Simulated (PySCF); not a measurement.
## Vibration and rotation of BiS

r²SCAN constants of BiS, ²Π (doublet), unpaired electrons π ↑ (basis Bi def2-SVP with ECP60, S def2-SVP; scalar-relativistic core potentials; PySCF 2.14; masses 208.9804 and 31.9721 u):

- ωe: 435.7 cm⁻¹
- ωexe: 2.23 cm⁻¹
- Be: 0.11144 cm⁻¹
- αe: 0.000449 cm⁻¹
- D (centrifugal): 2.92e-08 cm⁻¹
- De to Bi + S: 3.04 eV

(1) Give the vibrational terms G(v) and spacings up to v = 3.

(2) How well does the Morse estimate ωe²/(4ωexe) reproduce De, and what is D0?

Spin–orbit coupling is left out, which matters for elements this heavy, above all for dissociation energies. The state is the lowest determinant that a PBE0 search found; another state may lie lower at other levels.

Results:

(1) G(v) = ωe(v+½) − ωexe(v+½)².

| v | G(v) (cm⁻¹) | G(v) − G(v−1) | Bv (cm⁻¹) |
| --- | --- | --- | --- |
| 0 | 217 |  | 0.1112 |
| 1 | 649 | 431 | 0.1108 |
| 2 | 1075 | 427 | 0.1103 |
| 3 | 1498 | 422 | 0.1099 |

(2) It gives 2.64 eV, 87 % of the computed De. D0 = De − G(0) = 3.04 − 0.03 = 3.01 eV.
